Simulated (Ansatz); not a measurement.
Relaxation of C2H7InO (11 atoms, charge 0, multiplicity 1), to a largest force component of 0.03 eV/Å in at most 50 steps.

The calculation used RKS B3LYP-D4/def2-SVP in Ansatz.

```xyz
11
Properties=species:S:1:pos:R:3
In -0.426 0.387 0.896
O 1.356 -0.301 -1.885
C 0.291 2.093 0.055
H 1.247 0.590 -1.502
C -0.889 -1.709 1.135
H 0.800 -0.261 -2.675
H -0.515 2.800 -0.205
H 1.049 2.587 0.686
H -0.893 -1.986 2.199
H -0.136 -2.295 0.588
H -1.884 -1.906 0.707
```

Question: Where does it end, and by what steps?

Answer: It converged. After 21 steps the energy has fallen by 0.245 eV; H7 moved furthest, 0.95 Å. Joined: In1–O2.

```
step  energy less start (eV)  largest force component (eV/Å)  accepted
   0                  0.0000                           0.244       yes
   1                 -0.0614                           0.628       yes
   2                 -0.1003                           0.424       yes
   3                 -0.1215                           0.958       yes
   4                 -0.1470                           0.579       yes
   5                 -0.1557                           0.286       yes
   6                 -0.1658                           0.082       yes
   7                 -0.1700                           0.160       yes
   8                 -0.1586                           0.734        no
   9                 -0.1826                           0.094       yes
  10                 -0.1943                           0.132       yes
  11                 -0.2040                           0.399       yes
  12                 -0.2121                           0.342       yes
  13                 -0.2284                           0.414       yes
  14                 -0.2198                           0.466        no
  15                 -0.2390                           0.199       yes
  16                 -0.2408                           0.154       yes
  17                 -0.2419                           0.231       yes
  18                 -0.2434                           0.167       yes
  19                 -0.2444                           0.086       yes
  20                 -0.2447                           0.031       yes
  21                 -0.2447                           0.020       yes
```

```xyz
11
Properties=species:S:1:pos:R:3
In -0.419 0.289 0.528
O 0.744 -0.187 -1.714
C 0.602 2.019 0.141
H 1.230 0.594 -1.355
C -0.795 -1.763 1.106
H 0.344 0.124 -2.540
H 0.216 2.543 -0.752
H 0.659 2.721 0.988
H -1.019 -1.822 2.181
H 0.093 -2.371 0.877
H -1.655 -2.147 0.539
```

Whether the end is a true minimum wasn't checked by a vibrational analysis.

Run time: 67 s on 2 threads of Arm Neoverse V1 (shared host), peak memory 0.23 GiB.
